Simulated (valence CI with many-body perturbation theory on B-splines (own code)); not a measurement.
# E1 line list for Tc⁴⁺

Method: valence CI with perturbative core correlation (CI+MBPT): three valence electrons over a frozen Dirac-Fock core [Kr], radial functions for each j: 7 s, 7 p, 8 d, 6 f, 4 g, 1 h, with the one-electron correlation potential Σ1 (screened to all orders), the two-electron term Σ2, the three-electron term Σ3, Breit, model QED; selected single and double excitations, second order for the rest (own B-spline code, finite nucleus).

No measured spectrum was set against this ion. As an estimate, terms of the open shell hold to 2 to 4 % of their energy, and close levels can change places; different configurations can be misplaced against each other by 1,000 to 8,000 cm⁻¹. The list stops below the first excitations out of the core.

Lines 51 to 100 of 570 in falling wavelength, among levels below 30.853 eV, chosen from the strongest by gf and those to the six lowest levels. Wavelengths and rates use the calculated energies, so an error of 2000 cm⁻¹ moves a line at 1847 Å by 3.7 % and its rate by three times that or more. Electric multipoles are in the length gauge, E1 and E2 with the static RPA response of the core. Weak lines are less certain than strong ones. Lines between different terms over intervals too small for the method are left out, as are lines whose strength nearly cancels. Where a level lies close to another of its J and parity, the split of strength between their lines is uncertain. The highest levels of a list are the least certain.

Names give the largest LS component (configuration and term), which can be under half, so a name can repeat, a term be missing and a line seem to break the LS rules; names also repeat where a configuration has a term twice. Letters in brackets count levels of one name in rising energy.

| λ vac (Å) | Upper | Lower | A (s⁻¹) | S (a.u.) with core polarisation | S without |
| --- | --- | --- | --- | --- | --- |
| 1847 | 4d2 5p 2F°_5/2 [b] | 4d2 5s 2G_7/2 | 1.20e+07 | 2.24e-01 | 2.70e-01 |
| 1832 | 4d2 5p 2F°_7/2 [a] | 4d2 5s 2F_7/2 | 2.15e+08 | 5.23e+00 | 6.23e+00 |
| 1822 | 4d2 5p 4F°_9/2 | 4d2 5s 2F_7/2 | 2.32e+07 | 6.91e-01 | 8.15e-01 |
| 1821 | 4d2 5p 2D°_5/2 [a] | 4d2 5s 4P_3/2 | 1.79e+07 | 3.19e-01 | 3.86e-01 |
| 1820 | 4d2 5p 2S°_1/2 | 4d2 5s 4P_3/2 | 1.31e+07 | 7.78e-02 | 9.37e-02 |
| 1819 | 4d2 5p 2D°_5/2 [a] | 4d2 5s 4P_5/2 | 5.88e+07 | 1.05e+00 | 1.26e+00 |
| 1802 | 4d2 5p 2F°_5/2 [a] | 4d2 5s 2F_5/2 | 2.08e+08 | 3.61e+00 | 4.30e+00 |
| 1799 | 4d2 5p 4D°_5/2 [a] | 4d2 5s 2F_7/2 | 2.90e+07 | 5.00e-01 | 5.94e-01 |
| 1799 | 4d2 5p 4D°_7/2 [a] | 4d2 5s 4P_5/2 | 1.04e+08 | 2.39e+00 | 2.89e+00 |
| 1797 | 4d2 5p 2G°_7/2 [b] | 4d2 5s 2G_7/2 | 2.19e+08 | 5.01e+00 | 6.04e+00 |
| 1794 | 4d2 5p 2G°_7/2 [b] | 4d2 5s 2G_9/2 | 7.88e+07 | 1.80e+00 | 2.16e+00 |
| 1783 | 4d 5s2 2D_5/2 | 4d2 5p 2F°_5/2 [b] | 4.55e+06 | 7.63e-02 | 9.07e-02 |
| 1782 | 4d2 5p 4S°_3/2 | 4d2 5s 2D_3/2 | 1.95e+07 | 2.18e-01 | 2.62e-01 |
| 1781 | 4d2 5p 2G°_7/2 [a] | 4d2 5s 4P_5/2 | 1.22e+07 | 2.73e-01 | 3.26e-01 |
| 1779 | 4d2 5p 2D°_3/2 [a] | 4d2 5s 2F_5/2 | 1.87e+08 | 2.08e+00 | 2.48e+00 |
| 1767 | 4d2 5p 4P°_1/2 | 4d2 5s 2P_3/2 | 7.88e+07 | 4.30e-01 | 5.15e-01 |
| 1759 | 4d2 5p 4G°_7/2 | 4d2 5s 4F_9/2 | 5.83e+06 | 1.25e-01 | 1.51e-01 |
| 1757 | 4d2 5p 2D°_5/2 [a] | 4d2 5s 2F_7/2 | 3.09e+08 | 4.97e+00 | 5.93e+00 |
| 1744 | 4d2 5p 2G°_9/2 [b] | 4d2 5s 2G_7/2 | 3.11e+07 | 8.13e-01 | 9.65e-01 |
| 1743 | 4d2 5p 2P°_3/2 [a] | 4d2 5s 2D_5/2 | 3.35e+08 | 3.51e+00 | 4.23e+00 |
| 1740 | 4d2 5p 2G°_9/2 [b] | 4d2 5s 2G_9/2 | 4.92e+08 | 1.28e+01 | 1.54e+01 |
| 1739 | 4d2 5p 2F°_7/2 [a] | 4d2 5s 2F_5/2 | 2.04e+07 | 4.23e-01 | 4.98e-01 |
| 1738 | 4d2 5p 4D°_7/2 [a] | 4d2 5s 2F_7/2 | 2.23e+08 | 4.63e+00 | 5.52e+00 |
| 1737 | 4d2 5p 4G°_5/2 | 4d2 5s 4F_5/2 | 1.48e+08 | 2.30e+00 | 2.76e+00 |
| 1730 | 4d2 5p 4D°_7/2 [b] | 4d2 5s 2G_7/2 | 1.86e+08 | 3.80e+00 | 4.56e+00 |
| 1726 | 4d2 5p 4D°_7/2 [b] | 4d2 5s 2G_9/2 | 1.24e+07 | 2.52e-01 | 3.03e-01 |
| 1725 | 4d2 5p 2F°_5/2 [b] | 4d2 5s 2D_5/2 | 4.51e+07 | 6.86e-01 | 8.17e-01 |
| 1722 | 4d2 5p 2G°_7/2 [a] | 4d2 5s 2F_7/2 | 6.17e+06 | 1.24e-01 | 1.47e-01 |
| 1722 | 4d2 5p 4S°_3/2 | 4d2 5s 4P_3/2 | 1.23e+08 | 1.24e+00 | 1.50e+00 |
| 1720 | 4d2 5p 4S°_3/2 | 4d2 5s 4P_5/2 | 4.78e+08 | 4.80e+00 | 5.79e+00 |
| 1719 | 4d2 5p 4D°_3/2 [a] | 4d2 5s 2F_5/2 | 1.36e+08 | 1.36e+00 | 1.62e+00 |
| 1717 | 4d2 5p 4P°_1/2 | 4d2 5s 2P_1/2 | 1.34e+07 | 6.72e-02 | 8.06e-02 |
| 1711 | 4d2 5p 4D°_3/2 [b] | 4d2 5s 2D_5/2 | 1.49e+08 | 1.48e+00 | 1.78e+00 |
| 1709 | 4d2 5p 4D°_5/2 [a] | 4d2 5s 2F_5/2 | 1.21e+08 | 1.78e+00 | 2.13e+00 |
| 1709 | 4d2 5p 4G°_5/2 | 4d2 5s 4F_3/2 | 4.00e+08 | 5.91e+00 | 7.09e+00 |
| 1707 | 4d2 5p 4D°_1/2 [b] | 4d2 5s 2D_3/2 | 1.44e+07 | 7.07e-02 | 8.48e-02 |
| 1706 | 4d2 5p 4S°_3/2 | 4d2 5s 4P_1/2 | 3.98e+07 | 3.90e-01 | 4.72e-01 |
| 1704 | 4d2 5p 4G°_7/2 | 4d2 5s 4F_7/2 | 2.14e+08 | 4.19e+00 | 5.03e+00 |
| 1683 | 4d2 5p 4P°_5/2 | 4d2 5s 2P_3/2 | 7.64e+06 | 1.08e-01 | 1.26e-01 |
| 1681 | 4d2 5p 2G°_7/2 [b] | 4d2 5s 2D_5/2 | 6.41e+07 | 1.20e+00 | 1.44e+00 |
| 1681 | 4d2 5p 2F°_5/2 [b] | 4d2 5s 2D_3/2 | 2.81e+08 | 3.95e+00 | 4.71e+00 |
| 1676 | 4d2 5p 4G°_9/2 | 4d2 5s 4F_9/2 | 2.51e+08 | 5.82e+00 | 6.99e+00 |
| 1676 | 4d2 5p 4D°_7/2 [c] | 4d2 5s 2G_7/2 | 8.70e+07 | 1.62e+00 | 1.94e+00 |
| 1673 | 4d2 5p 4D°_7/2 [c] | 4d2 5s 2G_9/2 | 5.90e+06 | 1.09e-01 | 1.31e-01 |
| 1671 | 4d2 5p 2D°_5/2 [a] | 4d2 5s 2F_5/2 | 2.53e+07 | 3.50e-01 | 4.13e-01 |
| 1668 | 4d2 5p 4F°_3/2 | 4d2 5s 4F_5/2 | 2.72e+08 | 2.50e+00 | 3.00e+00 |
| 1668 | 4d2 5p 4D°_3/2 [b] | 4d2 5s 2D_3/2 | 2.26e+07 | 2.07e-01 | 2.48e-01 |
| 1664 | 4d2 5p 4F°_5/2 | 4d2 5s 4F_7/2 | 3.05e+08 | 4.16e+00 | 4.99e+00 |
| 1662 | 4d2 5p 4G°_7/2 | 4d2 5s 4F_5/2 | 3.96e+08 | 7.18e+00 | 8.60e+00 |
| 1661 | 4d2 5p 4D°_5/2 [b] | 4d2 5s 2D_5/2 | 8.66e+07 | 1.18e+00 | 1.41e+00 |
